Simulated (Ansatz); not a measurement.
Cost and result for the atomization energy of C2H3BCl2, SMILES `C=CB(Cl)Cl` (8 atoms, 7 bonds).

Total charge 0; spin multiplicity 1. All single points use the PBE0-D4/def2-TZVP geometry. It is one conformer, not always the lowest. Program: Ansatz. All runs use 4 threads of an Arm Neoverse V1 on a shared host. Times are those of one run each, without the atoms' runs, and a repeat can differ threefold. Electronic energies, without spin–orbit coupling; frozen cores. CCSD(T)/CBS adds CCSD(T) − MP2 in def2-TZVPP to the MP2 limit, and its time is that of the two runs behind it. T1 = 0.012; the RHF reference is unstable towards UHF. HSE06 is the plane-wave form, built on full-range PBE exchange.

CCSD(T)/CBS is a level of theory with its own doubt, some kJ/mol a heavy atom from the limit and from the frozen cores, so smaller differences don't rank the functionals.

| level | functions | wall time | atomization (kcal/mol) | difference from CCSD(T)/CBS | per bond |
| --- | --- | --- | --- | --- | --- |
| LDA (SPW92)/def2-TZVPP | 219 | 1 s | 884.4 | 117.3 | 16.8 |
| revPBE-D4/def2-TZVPP | 219 | 1.6 s | 774.8 | 7.7 | 1.1 |
| CCSD(T)/def2-SVP | 93 | 2.2 s | 739.1 | -28.0 | -4.0 |
| BHLYP-D4/def2-TZVPP | 219 | 2.4 s | 748.4 | -18.7 | -2.7 |
| HSE06-D4/def2-TZVPP | 219 | 2.5 s | 781.9 | 14.8 | 2.1 |
| CAM-B3LYP-D4/def2-TZVPP | 219 | 2.6 s | 770.1 | 3.0 | 0.4 |
| B2PLYP/def2-TZVPP | 219 | 3.8 s | 763.0 | -4.1 | -0.6 |
| PBE-QIDH/def2-TZVPP | 219 | 3.9 s | 774.5 | 7.4 | 1.0 |
| ωB97X-V/def2-TZVPP | 219 | 6 s | 770.2 | 3.1 | 0.4 |
| B97M-V/def2-TZVPP | 219 | 7 s | 779.6 | 12.5 | 1.8 |
| MP2/def2-QZVPP | 401 | 16 s | 782.6 | 15.5 | 2.2 |
| CCSD(T)/def2-TZVPP | 219 | 61 s | 749.1 | -18.0 | -2.6 |
| CCSD(T)/CBS(def2) | – | 77 s | 767.1 | 0.0 | 0.0 |

From PBE to PBE0 (25 % exact exchange), in def2-TZVPP and without D4, the atomization energy moves by −12.7 kcal/mol: exact exchange takes away binding that semilocal exchange gives to molecules. In def2-TZVPP, CCSD(T) changes the Hartree–Fock value by +164.5 kcal/mol (the triples alone add +14.1 kcal/mol) and MP2 by +187.6 kcal/mol; breaking electron pairs costs correlation energy, which Hartree–Fock lacks. At CCSD(T), def2-SVP lies −28.0 kcal/mol from the extrapolated value and def2-TZVPP −18.0 kcal/mol: correlation converges slowly with the basis, and small sets miss more of it in the bonded molecule than in its fragments.
